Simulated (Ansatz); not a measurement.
NiN2H8⁻, that is cis-NiH2(NH3)2 with one electron more. Total charge -1; doublet. Geometry PBE0-D4/def2-SVPD; atoms count from 1.

```
atom   x (Å)   y (Å)   z (Å)
 Ni1  -0.406  -0.877  -0.008
  H2  -0.050  -2.268  -0.366
  H3  -1.681  -1.541   0.345
  N4  -1.030   0.939   0.509
  H5  -1.161   1.500  -0.344
  H6  -0.324   1.449   1.059
  H7  -1.906   0.956   1.034
  N8   1.377  -0.148  -0.510
  H9   1.865  -0.700  -1.219
 H10   1.960  -0.139   0.338
 H11   1.356   0.828  -0.838
```

The highest occupied level of the relaxed charge -1 doublet lies above zero (up to 1.74 eV). By energy differences, losing it releases 0.57 eV (each at its own geometry, to the charge 0 singlet, at PBE0-D4/def2-TZVPD). No other spin state of charge -1 was run. The name describes the singlet; other states may take another shape.

Question: Estimate the Mulliken populations from the PBE0/def2-TZVPD orbitals of Ansatz.

Answer: 
```tsv
atom	charge (e)	spin (α − β)	d electrons
Ni1	-1.05	0.46	8.86
H2	0.03	-0.01	–
H3	0.04	0.00	–
N4	-1.82	1.26	–
H5	0.59	-0.31	–
H6	0.77	-0.47	–
H7	0.44	-0.20	–
N8	-1.84	1.28	–
H9	0.47	-0.22	–
H10	0.51	-0.25	–
H11	0.85	-0.55	–
```
Mulliken values and Mayer orders depend strongly on the basis. With diffuse functions, as here, like atoms can get unlike values, and bond orders can come out too low or too high.

Question: Where does the spin sit?

Answer: Summed by element: Ni 0.46, H -2.01, N 2.54, of 1 unpaired in all. Largest on single atoms: N8 1.28, N4 1.26, H11 -0.55.

Question: And the Mayer bond orders between bonded heavy atoms (over 0.3)?

Answer: Ni1–N4 1.78 (1.99 Å); Ni1–N8 1.79 (1.99 Å). Values over 0.3 also appear between atoms too far apart for a bond (N4–N8 3.17 at 2.83 Å); they arise where an orbital or an unpaired electron spreads over both atoms.
